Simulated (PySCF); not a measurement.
Computed properties of Si(NH2)(SH) (H3NSSi), SMILES N[Si]S

Si(NH2)(SH) (H₃NSSi), SMILES N[Si]S (connectivity only; charge and spin as stated), neutral, multiplicity 1. The structure is a stationary point at r2SCAN-D4/def2-TZVP. One conformer was computed; it need not be the lowest. All values are computed for the isolated molecule unless a solvent is named; none is compared with measurement here.

**Structure.** The optimised structure has Cs symmetry. All 12 harmonic modes at r2SCAN-D4/def2-TZVP (PySCF) are real, so it is a minimum. With heavy atoms numbered as in [Si:1]([NH2:2])[SH:5], the shortest bond between them is Si1–N2 at 1.712 Å and the longest Si1–S5 at 2.167 Å.

**Vibrations.** The strongest infrared lines (harmonic, unscaled, degenerate partners summed) lie at 487 cm⁻¹ (190 km/mol, H 81 %, N 19 %), 810 cm⁻¹ (70 km/mol, H 60 %, N 28 %, Si 10 %), 866 cm⁻¹ (60 km/mol, N 41 %, Si 33 %, H 25 %). The softest mode is at 239 cm⁻¹ and the zero-point energy is 22.7 kcal/mol.

**Electronic structure.** B3LYP/def2-TZVPD (PySCF) places the frontier levels at -6.56 and -1.54 eV, a gap of 5.02 eV, and gives a dipole moment of 1.49 D and a mean polarisability of 65.3 bohr³.

**Excitations.** TDA-M06-2X/def2-SVPD (PySCF) has S1 at 4.49 eV (276 nm, f = 0.051, bright); the most intense of the 10 singlets computed lies at 6.32 eV (f = 0.34). T1 (TDA) is at 3.03 eV, 1.46 eV under S1. No vertical singlet excitation falls in the visible range (under 3.1 eV).

**NMR.** GIAO shifts at KT2/pcSseg-2 (PySCF) (non-relativistic, atoms alike by connectivity averaged): ¹H from 2.8 to 4.8 ppm against TMS; ²⁹Si at 203.4 ppm against TMS.
